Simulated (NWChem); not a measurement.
System: C$_{2}$H$_{4}$AuNO; SMILES CC#[N]->[Au][OH]

Input file for NWChem:

```
start job
memory heap 200 mb stack 900 mb global 1100 mb
geometry units angstroms noautosym noautoz
  Au     0.288543    -0.056301    -0.232660
  O      1.751893    -0.423456    -1.417294
  H      2.173578     0.364340    -1.750863
  C     -3.097079     0.632571     2.498188
  C     -1.999936     0.399767     1.614313
  N     -1.114936     0.214334     0.901766
  H     -3.192866     1.701711     2.688374
  H     -2.926071     0.113841     3.441781
  H     -4.018657     0.263873     2.047055
end
basis spherical
  * library def2-svp
end
ecp
  Au library def2-ecp
end
dft
  xc xpbe96 cpbe96
  disp vdw 4
  iterations 150
end
driver
  maxiter 120
end
task dft optimize
```

Output (shortened):

```
             Northwest Computational Chemistry Package (NWChem) 7.3.0
             --------------------------------------------------------

                             Geometry "geometry" -> ""
                             -------------------------

 Output coordinates in angstroms (scale by  1.889725989 to convert to a.u.)

  No.       Tag          Charge          X              Y              Z
 ---- ---------------- ---------- -------------- -------------- --------------
    1 Au                  79.0000     0.37527588    -0.07723467    -0.30261657
    2 O                    8.0000     1.83862588    -0.44438967    -1.48725057
    3 H                    1.0000     2.26031088     0.34340633    -1.82081957
    4 C                    6.0000    -3.01034612     0.61163733     2.42823143
    5 C                    6.0000    -1.91320312     0.37883333     1.54435643
    6 N                    7.0000    -1.02820312     0.19340033     0.83180943
    7 H                    1.0000    -3.10613312     1.68077733     2.61841743
    8 H                    1.0000    -2.83933812     0.09290733     3.37182443
    9 H                    1.0000    -3.93192412     0.24293933     1.97709843

 Effective nuclear repulsion energy (a.u.)     603.3302816351

                           NWChem Geometry Optimization
                           ----------------------------

 maximum gradient threshold         (gmax) =   0.000450
 rms gradient threshold             (grms) =   0.000300
 maximum cartesian step threshold   (xmax) =   0.001800
 rms cartesian step threshold       (xrms) =   0.001200
 fixed trust radius                (trust) =   0.300000
 source of zmatrix                         =

          -------------------
          Energy Minimization
          -------------------

 Using diagonal initial Hessian

          --------
          Step   0

                                 NWChem DFT Module
                                 -----------------

 Summary of "ao basis" -> "ao basis" (spherical)
 ------------------------------------------------------------------------------
       Tag                 Description            Shells   Functions and Types
 ---------------- ------------------------------  ------  ---------------------
 Au                         def2-svp                12       32   6s3p2d1f
 O                          def2-svp                 6       14   3s2p1d
 H                          def2-svp                 3        5   2s1p
 C                          def2-svp                 6       14   3s2p1d
 N                          def2-svp                 6       14   3s2p1d

[...]

      ----------------------
      Optimization converged
      ----------------------

  Step       Energy      Delta E   Gmax     Grms     Xrms     Xmax
  ---- ---------------- -------- -------- -------- -------- --------
@   10    -343.97908121 -9.2D-07  0.00014  0.00005  0.00076  0.00158
                                     ok       ok       ok       ok

                         Geometry "geometry" -> "geometry"
                         ---------------------------------

 Output coordinates in angstroms (scale by  1.889725989 to convert to a.u.)

  No.       Tag          Charge          X              Y              Z
 ---- ---------------- ---------- -------------- -------------- --------------
    1 Au                  79.0000     0.45671586    -0.09961704    -0.37782057
    2 O                    8.0000     1.94277251    -0.48681727    -1.57959367
    3 H                    1.0000     2.32931222     0.36765050    -1.85355885
    4 C                    6.0000    -3.05270661     0.61980503     2.46367858
    5 C                    6.0000    -1.94274231     0.37851773     1.56132239
    6 N                    7.0000    -1.04582362     0.18545776     0.83464568
    7 H                    1.0000    -3.15642223     1.70647318     2.65898807
    8 H                    1.0000    -2.88582478     0.10236123     3.43031725
    9 H                    1.0000    -4.00021611     0.24844584     2.02307195

 Effective nuclear repulsion energy (a.u.)     581.4563858773

 ==============================================================================
                                internuclear distances
 ------------------------------------------------------------------------------
       center one      |      center two      | atomic units |  angstroms
 ------------------------------------------------------------------------------
    2 O                |   1 Au               |     3.68499  |     1.95001
    3 H                |   2 O                |     1.84632  |     0.97703
    5 C                |   4 C                |     2.74140  |     1.45069
    6 N                |   1 Au               |     3.68810  |     1.95166
    6 N                |   5 C                |     2.21170  |     1.17038
    7 H                |   4 C                |     2.09559  |     1.10894
    8 H                |   4 C                |     2.09580  |     1.10905
    9 H                |   4 C                |     2.09565  |     1.10897
 ------------------------------------------------------------------------------
                         number of included internuclear distances:          8
 ==============================================================================
```

Level: PBE-D3(BJ)/def2-SVP with def2 effective core potentials on Au. No frequency run checked for a minimum. def2 effective core potentials on Au; no spin-orbit coupling.
